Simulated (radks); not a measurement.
The selenium anion Se2-, [Kr], held by a Watson sphere: a shell of charge +2 at radius R that stands for the Madelung well of a crystal (potential energy -2/R inside, -2/r outside, in hartree with lengths in bohr). Method: scalar-relativistic Kohn-Sham, LDA (Slater exchange, Perdew-Wang correlation), spin-unpolarised, spherical densities, finite nucleus; Fermi nuclear charge, rms radius of each element as measured or else 0.836 A^(1/3) + 0.57 fm; computed with a radial shooting solver on a logarithmic mesh with Libxc functionals. Response by self-consistent Sternheimer equations with the Hartree and adiabatic LDA kernel, the relativistic mass of each level held fixed and spin-orbit coupling left out. The sphere does not respond.

R (bohr),e(3d) (eV),e(4s) (eV),e(4p) (eV),<r> 4p (bohr),sum of <r^2> (bohr^2),X-ray form factor at sin(theta)/lambda = 0.3 1/angstrom,alpha (bohr^3)
2.21,-51.858,-18.472,-8.007,2.283,52.76,23.139,30.20
3.14,-50.585,-16.163,-6.316,2.518,61.86,23.172,50.34
4.48,-49.263,-14.070,-4.285,2.774,73.67,23.223,101.9
4.52,-49.228,-14.022,-4.236,2.780,74.00,23.223,103.9
5.27,-48.615,-13.250,-3.406,2.891,80.19,23.231,150.2
